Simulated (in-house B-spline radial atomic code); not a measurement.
Results of a calculation; reference values are marked as such.
# Mean free path of electrons in Mg from the free-electron model

The electrons form a uniform gas at zero temperature with Lindhard's dielectric function (RPA). An added electron of energy E, from the band bottom, collides once per mean free path λ, with 1/λ = (1/πE) ∫dω ∫dq/q Im(−1/ε(q, ω)), in atomic (or effective) units, with ω up to E − E_F and q between √(2E) ∓ √(2(E − ω)); electron-hole pairs and the plasmon pole are integrated apart. No exchange between the two electrons.

Mg: 2 valence electrons per atom, density 1.74 g/cm³, mass 24.3 u, so r_s = 2.65 bohr. Core levels, phonons and band structure are left out.

Problem. Find E_F, the plasma energy, the screening length and the long-wave dispersion of the plasmon.

Solution. k_F = 1.91916/2.65 = 0.7242, E_F = k_F²/2 = 7.14 eV. ω_p = √(3/r_s³) = 0.4015 hartree = 10.93 eV. The Thomas-Fermi length is √(π/4k_F) = 1.041 bohr = 0.0551 nm. For small q, ω = ω_p + α q² with α = (3/5) E_F/ω_p = 0.3919; at q = 0.2348 this gives 11.51 eV, and the zero of ε lies at 11.54 eV. The plasmon meets the pair continuum ω = q k_F + q²/2 at q_c = 0.587 = 0.81 k_F, 16.3 eV.

```csv
E − E_F (eV),λ (nm),share of plasmon losses,lifetime (fs),stopping (eV/nm)
0.714,83.6,0.00,50.3,0.00566
2.5,9.35,0.00,5.08,0.175
5.35,3.03,0.00,1.45,1.14
9.28,1.44,0.00,0.601,4.16
14.3,0.86,0.00,0.313,10.7
22.8,0.327,0.42,0.101,42
28.5,0.317,0.46,0.0895,45.3
42.8,0.347,0.51,0.0829,43.6
99.9,0.543,0.60,0.0885,30.1
250,1.03,0.67,0.109,16.7
714,2.37,0.73,0.149,7.62
```

Problem. Where is λ shortest, and how does it grow on either side?

Solution. The least value in the table is 0.317 nm at 28.5 eV, 2.6 times the plasma energy. Between the last two rows it grows as (E − E_F)^0.79, near Bethe's E/ln E, and between the first two as (E − E_F)^-1.75, where the Pauli principle blocks most collisions.

Problem. Photoelectrons 250 eV above E_F leave through 1.5 nm of this material at 45° from the normal. What share escapes without loss, and what depth gives 95 % of a bulk signal? Ignore elastic scattering.

Solution. exp(−d/(λ cos θ)) = exp(−1.5/(1.03 × 0.707)) = 0.128. 95 % comes from within 3λ cos θ = 2.18 nm. The mean loss per collision is λ × stopping = 17.2 eV. Core excitations, left out, would shorten λ a little at this energy.
